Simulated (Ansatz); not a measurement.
Other settings, tried on ScF3.

```yaml
crystal:
  periodic: [false, false, false]
  atoms:
    - {symbol: Sc, position_ang: [0.002494, 0.001515, -0.000585]}
    - {symbol: F, position_ang: [0.669330, -0.503542, 1.635529]}
    - {symbol: F, position_ang: [0.293550, -1.053533, -1.476672]}
    - {symbol: F, position_ang: [-0.965364, 1.555570, -0.158262]}
basis:
  gaussian: {orbitals: aug-cc-pVDZ}
hamiltonian: {xc: {name: wB97X-V}}
scf: {omitted_lower_state_checks: [starts]}
```

```sh
$ ansatz run in.yaml --threads 4 --pin off --events-out ev --progress --plain --max-ram 3916MiB
```

It prints (some lines left out):

```
Functional definition: wB97X-V
1104 factors; their error is unknown
413 factors; integrals over basis functions are off by at most 3.0e-5 eV
mean field evaluation 1: about -28845.9507 eV, gradient 6.6e1 eV
mean field evaluation 2: about -28835.6685 eV, gradient 1.1e2 eV
mean field evaluation 4: about -28853.4884 eV, gradient 1.7e0 eV
mean field evaluation 8: about -28853.5957 eV, gradient 5.1e-2 eV
mean field evaluation 16: about -28853.5957 eV, gradient 2.6e-5 eV
mean field -28853.59567711 eV, -1060.3500834644 hartree, gradient 2.6e-5 eV, S^2 0.000000; 0 other end points of the search recorded, 0 dependent functions left out
reference -28853.59567349 eV, -1060.3500833313 hartree; 24, 24 occupied and 104, 104 virtual orbitals, 1104 factors
Total energy: -28853.59567349 eV, -1060.3500833313 hartree
Checks for a lower state left out: starts
```

It took 4.8 s on 4 threads of Arm Neoverse V1 on a shared host.
